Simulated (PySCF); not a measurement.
BFBr2, SMILES FB(Br)Br.

Geometry: B3LYP-D3(BJ)/def2-SVP.

Method: PySCF with TDA-PBE/def2-SVPD.

Vertical excitations. Isolated molecule, no solvent. State labels are in the subgroup C2v.

```
state  symmetry  energy (eV)  λ (nm)      f          main pairs
-----  --------  -----------  ------  -----  ------------------
S1           A2         4.97     250  0.000     HOMO→LUMO 100 %
S2           B1         5.76     215  0.000   HOMO−2→LUMO 100 %
S3           B2         6.01     206  0.144    HOMO−1→LUMO 87 %
S4           B2         6.57     189  0.101    HOMO→LUMO+1 90 %
S5           A1         6.91     179  0.023    HOMO−3→LUMO 88 %
S6           A2         6.92     179  0.000  HOMO−1→LUMO+1 99 %
S7           A2         7.05     176  0.000    HOMO−4→LUMO 99 %
S8           A1         7.31     170  0.041  HOMO−2→LUMO+1 93 %
S9           B2         7.41     167  0.010    HOMO→LUMO+2 95 %
S10          B1         7.70     161  0.039  HOMO−3→LUMO+1 97 %
T1           A2         4.81     258      0     HOMO→LUMO 100 %
T2           B2         5.11     243      0   HOMO−1→LUMO 100 %
T3           B1         5.59     222      0   HOMO−2→LUMO 100 %
T4           A1         5.62     221      0    HOMO−3→LUMO 99 %
```
Triplets are in the Tamm–Dancoff approximation.
